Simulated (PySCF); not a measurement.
**Electronic structure of Os (osmium, neutral) at the UHF level**

Configuration: [Xe] 4f14 5d8, high-spin 3F determinant (an excited configuration). All numbers are calculated (PySCF 2.14, scalar relativity through the core potential, in aug-cc-pwCVDZ-PP with ECP60MDF (6s6p5d3f, 70 functions)).

- Total energy: -89.919784 hartree
- One-electron energy: -157.4860 hartree
- Hartree (Coulomb) energy: 76.4465 hartree
- Exchange energy: -8.8803 hartree
- ⟨S²⟩: 2.0090
- ⟨L²⟩: 12.046
- Sum of ⟨r⟩: 25.09 bohr
- Sum of ⟨r²⟩: 50.04 bohr²

```tsv
shell	electrons	mean orbital energy (hartree)	spread (hartree)	rms radius, mean of both spins (bohr)
5s α	1	-3.80039	0	1.10
5s β	1	-3.71243	0	1.10
5p α	3	-2.17998	0	1.28
5p β	3	-2.05148	0	1.28
5d α	5	-0.29023	0.03294	2.17
5d β	3	-0.23174	0	2.17
```

Energies and moments cover only the electrons outside the core potential. Spin-orbit coupling, absent here, splits the open shell strongly.
